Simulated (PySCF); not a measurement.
Electron correlation in Br⁺ (bromine, charge +1)

[Ar] 3d10 4s2 4p3 5s1, high-spin 5S determinant (an excited configuration). All numbers are calculated (PySCF 2.14, scalar relativity through the core potential, in aug-cc-pVDZ-PP with ECP10MDF (5s4p3d, 32 functions)). Frozen: 3s2 3p6 3d10; 6 electrons correlated.

MP2 pair energies summed by pair of shells (mhartree):

```tsv
pair	energy	share (%)
4s-4p	-38.50	53.5
4p-4p	-13.86	19.2
4p-5s	-8.23	11.4
4s-4s	-5.88	8.2
4s-5s	-5.54	7.7
```

Total MP2 correlation energy: -72.01 mhartree.

Same-spin part -23.77 and opposite-spin part -48.23 mhartree; SCS-MP2 scales them by 1/3 and 6/5 to -65.81 mhartree.
